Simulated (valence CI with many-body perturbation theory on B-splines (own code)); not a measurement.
# Au65+: calculated level list

Level of theory: configuration interaction combined with many-body perturbation theory (CI+MBPT): four valence electrons over a frozen Dirac-Fock core [Ne], radial functions for each j: 11 s, 11 p, 9 d, 7 f, 5 g, 2 h, 1 i, with the one-electron correlation potential Σ1 (screened to all orders), the two-electron term Σ2, the three-electron term Σ3, Breit, model QED; selected single and double excitations, second order for the rest (own B-spline code, finite nucleus).

No measured spectrum was set against this ion. As an estimate, large intervals hold to a few tenths of a per cent, small ones and those within an open d or f shell to about a per cent.

Levels 46 to 71 of 71, with energies above the lowest level, (3s^2 3p1/2^2) J=0. "Leading %" is the weight of the configuration and term that name the level; weights of strongly mixed levels are sums over their largest components and can fall short. In the jj column 3d3/2^4 stands for four electrons in 3d with j = 3/2. Lifetimes count E1, E2, E3, M1 and M2 decay at the calculated energies, and are blank where another channel may lead or the interval is too uncertain; long ones can be off by a factor of two.

| No. | Configuration | Term | J | E (× 10³ cm⁻¹) | Leading % | Leading jj | Second component | Lifetime |
| --- | --- | --- | --- | --- | --- | --- | --- | --- |
| 46 | 3s3p²3d | ⁵D | 4 | 11909 | 46 | 3s 3p1/2 3p3/2 3d5/2 (99 %) | 36 % 3s3p²3d ⁵F | 58.2 ps |
| 47 | 3s3p²3d | ³P | 2 | 12095 | 32 | 3s 3p1/2 3p3/2 3d5/2 (95 %) | 16 % 3s3p²3d ⁵D | 1.02 ps |
| 48 | 3s3p²3d | ³G | 5 | 12111 | 61 | 3s 3p1/2 3p3/2 3d5/2 (100 %) | 39 % 3s3p²3d ⁵F | 39.2 ps |
| 49 | 3s²3d² | ³F | 2 | 12140 | 47 | 3s^2 3d3/2^2 (65 %) | 17 % 3s²3d² ¹D | 93.3 fs |
| 50 | 3s3p²3d | ³F | 3 | 12179 | 42 | 3s 3p1/2 3p3/2 3d5/2 (96 %) | 25 % 3s3p²3d ⁵P | 1.60 ps |
| 51 | 3s3p²3d | ³D | 3 | 12271 | 62 | 3s 3p1/2 3p3/2 3d5/2 (96 %) | 10 % 3s3p²3d ⁵D | 1.11 ps |
| 52 | 3s3p²3d | ³P | 1 | 12278 | 38 | 3s 3p1/2 3p3/2 3d5/2 (94 %) | 27 % 3s3p²3d ³D | 1.33 ps |
| 53 | 3s3p²3d | ³F | 4 | 12302 | 41 | 3s 3p1/2 3p3/2 3d5/2 (94 %) | 34 % 3s3p²3d ¹G | 1.99 ps |
| 54 | 3s3p²3d | ¹D | 2 | 12340 | 35 | 3s 3p1/2 3p3/2 3d5/2 (87 %) | 13 % 3s3p²3d ³F | 464 fs |
| 55 | 3s²3d² | ³P | 0 | 12363 | 47 | 3s^2 3d3/2^2 (71 %) | 24 % 3s3p²3d ³P | 80.1 fs |
| 56 | 3s3p²3d | ³D | 3 | 12402 | 36 | 3s 3p1/2 3p3/2 3d5/2 (91 %) | 22 % 3s3p²3d ³F | 315 fs |
| 57 | 3s3p²3d | ³F | 4 | 12428 | 48 | 3s 3p1/2 3p3/2 3d5/2 (89 %) | 30 % 3s3p²3d ³G | 473 fs |
| 58 | 3s3p²3d | ³D | 1 | 12450 | 38 | 3s 3p1/2 3p3/2 3d5/2 (91 %) | 24 % 3s3p²3d ¹P | 703 fs |
| 59 | 3s3p²3d | ³P | 1 | 12557 | 28 | 3s 3p1/2 3p3/2 3d5/2 (91 %) | 27 % 3s3p²3d ³S | 740 fs |
| 60 | 3s3p²3d | ¹F | 3 | 12568 | 38 | 3s 3p1/2 3p3/2 3d5/2 (86 %) | 30 % 3s3p²3d ³F | 328 fs |
| 61 | 3s3p²3d | ³D | 2 | 12575 | 19 | 3s 3p1/2 3p3/2 3d5/2 (80 %) | 16 % 3s3p²3d ¹D | 533 fs |
| 62 | 3s3p²3d | ³P | 0 | 12587 | 46 | 3s 3p1/2 3p3/2 3d5/2 (85 %) | 42 % 3s3p²3d ¹S | 464 fs |
| 63 | 3s3p²3d | ³D | 2 | 12647 | 33 | 3s 3p1/2 3p3/2 3d5/2 (96 %) | 27 % 3s3p²3d ³P | 194 fs |
| 64 | 3p³3d | ³D° | 2 | 12892 | 16 | 3p1/2^2 3p3/2 3d3/2 (64 %) | 14 % 3p³3d ³F° | 1.86 ps |
| 65 | 3s²3d² | ³F | 3 | 12938 | 77 | 3s^2 3d3/2 3d5/2 (77 %) | 8 % 3s3p²3d ³F | 144 fs |
| 66 | 3p³3d | ³P° | 0 | 13009 | 52 | 3p1/2^2 3p3/2 3d3/2 (81 %) | 20 % 3p³3d ⁵D° | 902 fs |
| 67 | 3s²3d² | ¹G | 4 | 13027 | 62 | 3s^2 3d3/2 3d5/2 (86 %) | 24 % 3s²3d² ³F | 184 fs |
| 68 | 3s²3d² | ³P | 2 | 13032 | 40 | 3s^2 3d3/2 3d5/2 (78 %) | 22 % 3s²3d² ¹D | 137 fs |
| 69 | 3p³3d | ³F° | 3 | 13059 | 23 | 3p1/2^2 3p3/2 3d3/2 (83 %) | 19 % 3p³3d ³G° | 560 fs |
| 70 | 3p³3d | ³D° | 1 | 13062 | 32 | 3p1/2^2 3p3/2 3d3/2 (89 %) | 25 % 3p³3d ³P° | 567 fs |
| 71 | 3s²3d² | ³P | 1 | 13070 | 82 | 3s^2 3d3/2 3d5/2 (82 %) | 6 % 3s3p²3d ³P | 141 fs |
